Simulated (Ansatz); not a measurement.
Relaxation of Mg₄Zn₂⁺ with UKS r2SCAN/def2-SVP.

```sh
$ ansatz run in.yaml --threads 4 --pin off --events-out ev --progress --plain --max-ram 4787MiB
```

```yaml
crystal:
  periodic: [false, false, false]
  atoms:
    - {symbol: Mg, position_ang: [0.668250, -0.899340, 1.604980]}
    - {symbol: Mg, position_ang: [-1.500560, -0.817150, -0.493490]}
    - {symbol: Mg, position_ang: [2.153470, -2.337540, -0.565730]}
    - {symbol: Mg, position_ang: [0.162940, 2.043040, 0.750180]}
    - {symbol: Zn, position_ang: [1.060240, 0.172300, -1.424970]}
    - {symbol: Zn, position_ang: [-2.544340, 1.838700, 0.129030]}
basis:
  gaussian: {orbitals: def2-SVP}
total_charge: 1
magnetization: {spin_polarized: true, initial_magnetization: 1}
hamiltonian: {xc: r2scan}
scf: {lower_state_search: "off"}
output: {orbitals: {seedname: orbitals}}
relax: {f_tol: 0.02, max_steps: 100}
```

Hardware: 4 threads of Intel Xeon 6975P-C on a shared host. Wall time 50 s.

Positions (Å) and forces (eV/Å) at steps 1, 2, 3, 4, 5, 6, 7, 9 of 9:

```xyz
6
step=1 energy=-118586.4594 eV
Mg    0.668   -0.899    1.605    0.190    0.191   -0.202
Mg   -1.501   -0.817   -0.493    0.124    0.101   -0.113
Mg    2.153   -2.338   -0.566   -0.163    0.024   -0.177
Mg    0.163    2.043    0.750    0.022   -0.085   -0.152
Zn    1.060    0.172   -1.425   -0.132   -0.152    0.706
Zn   -2.544    1.839    0.129   -0.042   -0.079   -0.062
6
step=2 energy=-118586.6356 eV
Mg    0.779   -0.838    1.579    0.130    0.154   -0.196
Mg   -1.455   -0.807   -0.503    0.121    0.060   -0.033
Mg    2.056   -2.424   -0.650   -0.176    0.097   -0.126
Mg    0.117    2.078    0.742   -0.011   -0.120   -0.130
Zn    1.087    0.183   -1.247   -0.043   -0.151    0.527
Zn   -2.584    1.809    0.078   -0.020   -0.039   -0.042
6
step=3 energy=-118586.7562 eV
Mg    0.851   -0.783    1.544    0.091    0.012    0.058
Mg   -1.414   -0.798   -0.506    0.050    0.024    0.001
Mg    1.967   -2.425   -0.725   -0.133    0.019   -0.086
Mg    0.088    2.056    0.695   -0.053   -0.021   -0.067
Zn    1.109    0.155   -1.055    0.082   -0.014    0.123
Zn   -2.602    1.795    0.048   -0.037   -0.020   -0.029
6
step=4 energy=-118586.8213 eV
Mg    0.953   -0.759    1.591    0.072   -0.021    0.068
Mg   -1.318   -0.777   -0.485    0.048   -0.018   -0.011
Mg    1.791   -2.450   -0.804   -0.117    0.031   -0.019
Mg    0.021    2.034    0.658   -0.061   -0.006   -0.021
Zn    1.215    0.185   -0.961    0.095    0.001   -0.009
Zn   -2.661    1.767    0.002   -0.036    0.013   -0.008
6
step=5 energy=-118586.8658 eV
Mg    1.051   -0.738    1.642    0.041   -0.012   -0.027
Mg   -1.215   -0.778   -0.496    0.016   -0.009    0.005
Mg    1.599   -2.461   -0.842   -0.068    0.058    0.021
Mg   -0.047    2.009    0.636   -0.026   -0.038   -0.021
Zn    1.331    0.220   -0.921    0.076   -0.017    0.022
Zn   -2.719    1.748   -0.019   -0.038    0.018   -0.001
6
step=6 energy=-118586.8679 eV
Mg    1.056   -0.710    1.667   -0.032    0.021   -0.017
Mg   -1.137   -0.743   -0.629   -0.037   -0.036    0.056
Mg    1.466   -2.447   -0.801    0.025   -0.039   -0.050
Mg   -0.116    1.950    0.481    0.138    0.109    0.086
Zn    1.488    0.228   -0.862    0.105   -0.049   -0.034
Zn   -2.757    1.722    0.144   -0.199   -0.006   -0.040
6
step=7 energy=-118586.8810 eV
Mg    1.124   -0.725    1.649    0.012   -0.025    0.045
Mg   -1.148   -0.758   -0.507    0.035    0.033   -0.033
Mg    1.458   -2.463   -0.861   -0.010    0.009    0.024
Mg   -0.118    1.964    0.567    0.045   -0.045   -0.034
Zn    1.519    0.220   -0.863   -0.089    0.046   -0.006
Zn   -2.835    1.763    0.016    0.007   -0.017    0.003
6
step=9 energy=-118586.8845 eV
Mg    1.112   -0.729    1.658    0.000    0.001    0.000
Mg   -1.146   -0.747   -0.532   -0.001    0.005    0.002
Mg    1.466   -2.457   -0.843   -0.002   -0.002    0.000
Mg   -0.098    1.963    0.561    0.000    0.000    0.000
Zn    1.484    0.225   -0.873    0.003    0.001    0.000
Zn   -2.818    1.746    0.030    0.000   -0.005   -0.001
```

The relaxation made no stability test and no search for a lower SCF solution. The structure comes from a short search, and lower isomers may exist.
